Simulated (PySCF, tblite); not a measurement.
Isomers of C7H11O (doublet state), one GFN2-xTB conformer each. Single-point energies are computed at B3LYP/pcH-1 (PySCF, gas phase, no added dispersion term), electronic only. GFN2-xTB treats the open shell by occupation alone, and not every SCF solution was tested for stability.

Problem. Rank them by B3LYP/pcH-1 energy, lowest first (kJ/mol).
A. `[CH2:1][CH2:2][C@@:3]12[CH2:4][CH2:5][CH2:6][C@@H:7]1[O:8]2` (doublet state) with H–C1–C2–C3 150° and -36°, C1–C2–C3–C4 -68°, C2–C3–C4–C5 168°, C3–C4–C5–C6 -30°, C4–C5–C6–C7 30°, C5–C6–C7–O8 45°
B. `[CH2:1]=[CH:2][CH2:3][C@@H:4]1[CH:5][CH2:6][CH2:7][O:8]1` (doublet state) with C1–C2–C3–C4 116°, C2–C3–C4–C5 -71°, C3–C4–C5–C6 -112°, C4–C5–C6–C7 7°, C5–C6–C7–O8 -21°, C6–C7–O8–C4 29°
C. `[CH3:1][O:2][C:3]1=[CH:4][CH:5][C@H:6]([CH3:7])[CH2:8]1` (doublet state) with C1–O2–C3–C4 0°

Solution. C (0.0), B (81.4), A (90.6).

As drawn, the highest has a three-membered ring, which the lowest lacks. Neighbours under 21 kJ/mol apart (C=CC[C@@H]1[CH]CCO1 and [CH2]C[C@@]12CCC[C@@H]1O2) can change places with a better method, another conformer or zero-point energy. GFN2-xTB itself gives, in the same order: 0.0, 118.1, 80.8. Both levels put the same isomer lowest; measured from each level's own lowest isomer, the values differ by up to 36.7 kJ/mol (C=CC[C@@H]1[CH]CCO1: 118.1 against 81.4).

Problem. What happens when harmonic zero-point energies from GFN2-xTB frequencies are added?

Solution. 
```json
{"SMILES": "COC1=C[CH][C@H](C)C1", "ZPE (kJ/mol)": "421.6", "electronic (kJ/mol)": "0.0", "with ZPE (kJ/mol)": "0.0"}
{"SMILES": "C=CC[C@@H]1[CH]CCO1", "ZPE (kJ/mol)": "417.0", "electronic (kJ/mol)": "81.4", "with ZPE (kJ/mol)": "76.7"}
{"SMILES": "[CH2]C[C@@]12CCC[C@@H]1O2", "ZPE (kJ/mol)": "421.0", "electronic (kJ/mol)": "90.6", "with ZPE (kJ/mol)": "90.0"}
```

The zero-point energies span 4.6 kJ/mol. The order is unchanged.
